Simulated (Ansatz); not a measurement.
Li₂Te (the lowest singlet isomer of a short search) was relaxed with PBE-D4 (def2-TZVP) in Ansatz in these states: neutral quintet, neutral singlet, neutral triplet. The geometries follow in no particular order.

In the def2 sets Te takes a core potential; there is no spin–orbit coupling.

A:

Cartesian coordinates in Å:
```
Li -0.515 3.071 -1.651
Li 0.519 -3.076 1.640
Te -0.004 0.005 0.011
```

B:

```xyz
3

Li   -0.5315   -0.2356    1.4884
Li   -0.8448   -0.3712   -1.3046
Te    1.3763    0.6068   -0.1838
```

C:

```
atom   x (Å)   y (Å)   z (Å)
 Li1   0.755   1.384   1.099
 Li2  -1.459  -1.208  -0.324
 Te3   0.704  -0.176  -0.775
```

Task: Judge from the bond lengths which geometry belongs to which state (an estimate).

Result: A is the neutral quintet (Li2–Te3 3.524 Å, Li1–Te3 3.524 Å); B is the neutral triplet (Li2–Te3 2.673 Å, Li1–Te3 2.673 Å); C is the neutral singlet (Li2–Te3 2.439 Å, Li1–Te3 2.439 Å).
